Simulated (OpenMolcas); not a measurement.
An atom or ion with 66 electrons was computed by SS-CASPT2, IPEA 0.25 Eh, imaginary shift 0.1 Eh with spin-orbit coupling (OpenMolcas, ANO-RCC-VTZP, DKH2). The lowest levels that the run gave, each within 12 % of the measured value where one is at hand:

```csv
J,Parity,E (eV),g
6,even,0.0000,1.166
4,even,0.625,1.145
5,even,0.879,1.033
4,even,1.357,0.941
3,even,1.550,1.084
2,even,1.671,0.727
4,even,2.316,0.964
2,even,3.311,1.106
6,even,4.228,1.001
1,even,4.390,1.501
2,even,4.504,1.333
0,even,4.532,
```

**Question.** Which ion is it, and what are the configurations and terms?

**Answer.** Er III (Z = 68, charge +2; active space 12 electrons in 7 orbitals (4f)). J, parity and g give the terms where levels are pure, and mixed ones are named by the computed weights; the size of the splittings, set against known spectra of the 66-electron sequence, gives the charge. In order, with the measured energies in eV (Martin, Zalubas and Hagan, Atomic Energy Levels: The Rare-Earth Elements, NSRDS-NBS 60 (1978); the list in Deprince et al., Eur. Phys. J. D 78, 105 (2024)): 4f12 3H6, 4f12 3F4 [64 %] (0.6301), 4f12 3H5 (0.8641), 4f12 3H4 [62 %] (1.3372), 4f12 3F3 (1.5464), 4f12 3F2 (1.6390), 4f12 1G4 [60 %] (2.2793), 4f12 1D2 [54 %], 4f12 1I6, 4f12 3P1, 4f12 3P2 [68 %], 4f12 3P0.

Term energies are means over components that CASPT2 splits; among the terms shown or strongly mixed into the levels shown the widest spread is 1200 cm-1 (4f12 1I). Some high roots are left out of the spin-orbit mixing, which shifts the levels that they would mix with. The CASPT2 spread within a term exceeds the gap to the next term for 4f12 1I and 4f12 3P, so the order of their levels is uncertain. Measured partners are found by configuration, term and J. A level has none where our copy of the source lacks it or the pairing is in doubt (some pairs that miss far off the trend of their configuration count as doubtful), and it then counts in no deviation. Levels of configurations outside the active space are missing.

A share in square brackets marks a mixed level and gives the weight of the term that names it.
